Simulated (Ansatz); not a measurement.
B(CCH)3 (C₆H₃B), SMILES C#CB(C#C)C#C.

Geometry: PBE0-D3(BJ)/def2-SVP.

Two levels are set side by side: PBE/def2-SVPD (Ansatz, a program for electronic structure) and PBE0/def2-SVPD (Ansatz). Energy differences of separate SCF runs at the same geometry; the states with an electron removed or added have multiplicity 2 and 2. Differences are taken from unrounded values.

```
quantity                           PBE0   PBE  PBE minus PBE0
---------------------------------  ----  ----  --------------
vertical ionisation energy (eV)    9.89  9.47           -0.43
vertical electron affinity (eV)    1.26  1.23           -0.03
vertical singlet–triplet gap (eV)  3.46  3.08           -0.39
```
